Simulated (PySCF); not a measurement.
## Electron correlation in Sb³⁺ (antimony, charge +3)

[Kr] 4d10 5s2, closed-shell 1S. All numbers are calculated (PySCF 2.14, scalar relativity through the core potential, in cc-pVTZ-PP with ECP28MDF). Frozen: 4s2 4p6 4d10; 2 electrons correlated.

Total MP2 correlation energy: -25.82 mhartree.

Same-spin part 0.00 and opposite-spin part -25.82 mhartree; SCS-MP2 scales them by 1/3 and 6/5 to -30.99 mhartree.

With two correlated electrons CCSD is exact within the correlated space (frozen core and kept virtual orbitals).

```json
{"level": "CCSD", "correlation energy (mhartree)": "-35.17"}
```

Diagnostics: T1 = 0.0026, D1 = 0.0037, largest double amplitude 0.098.

Cost of the coupled-cluster step: 0.1 s of wall time on 1 thread of Neoverse-V1 (shared host), for 2 correlated electrons.

Iterations:

```
CC2 = 0
CCSD nocc = 1, nmo = 30
frozen orbitals [0, 1, 2, 3, 4, 5, 6, 7, 8]
max_cycle = 100
direct = 0
conv_tol = 1e-08
conv_tol_normt = 1e-06
diis_space = 8
diis_start_cycle = 0
Init t2, MP2 energy = -237.512867838384  E_corr(MP2) -0.0258222237307277
Init E_corr(CCSD) = -0.0258222237310818
cycle = 1  E_corr(CCSD) = -0.0318308136281403  dE = -0.0060085899  norm(t1,t2) = 0.0373391
cycle = 2  E_corr(CCSD) = -0.033860398043073  dE = -0.00202958441  norm(t1,t2) = 0.0147277
cycle = 3  E_corr(CCSD) = -0.035181372423213  dE = -0.00132097438  norm(t1,t2) = 0.00601593
cycle = 4  E_corr(CCSD) = -0.0351726023197604  dE = 8.77010345e-06  norm(t1,t2) = 0.000149142
cycle = 5  E_corr(CCSD) = -0.0351738058315296  dE = -1.20351177e-06  norm(t1,t2) = 9.80982e-06
cycle = 6  E_corr(CCSD) = -0.0351734056225986  dE = 4.00208931e-07  norm(t1,t2) = 1.4559e-06
cycle = 7  E_corr(CCSD) = -0.0351734827462687  dE = -7.71236701e-08  norm(t1,t2) = 3.13121e-07
cycle = 8  E_corr(CCSD) = -0.0351734784072338  dE = 4.33903497e-09  norm(t1,t2) = 3.67791e-08
CCSD converged
E(CCSD) = -237.52221909306  E_corr = -0.03517347840723376
```
